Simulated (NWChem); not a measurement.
A series in which one site is exchanged, each optimised at PBE0/def2-SVP with NWChem, gas phase unless a solvent is named. Low-valent species are run as closed-shell singlets; no triplet was tried in these runs. Some are not confirmed as minima by frequencies. def2 effective core potentials on Pb; no spin-orbit coupling.

A: [F][Pb][F] (PbF$_{2}$; site = Pb)
B: F[Si]F (SiF₂; site = Si)
C: F[C]F (CF$_{2}$; site = C)
D: [F][Ge][F] (GeF₂; site = Ge)

```
quantity                                                  A      B  C      D
----------------------------------------------------  -----  -----  -  -----
dipole (D), PBE0/def2-SVP                              4.74   1.19  …   2.34
orbital gap (eV), PBE0/def2-SVP                        6.02   6.21  …   6.34
vertical ionisation energy, ΔSCF, PBE0/def2-SVP (eV)  11.14  11.04  …  11.54
lowest singlet excitation, PBE0/def2-SVPD, TDA (eV)    5.07   5.84  …   5.66
```

Fill in the missing entries.


- dipole (D), PBE0/def2-SVP, C: 0.80
- orbital gap (eV), PBE0/def2-SVP, C: 6.42
- vertical ionisation energy, ΔSCF, PBE0/def2-SVP (eV), C: 11.82
- lowest singlet excitation, PBE0/def2-SVPD, TDA (eV), C: 5.06
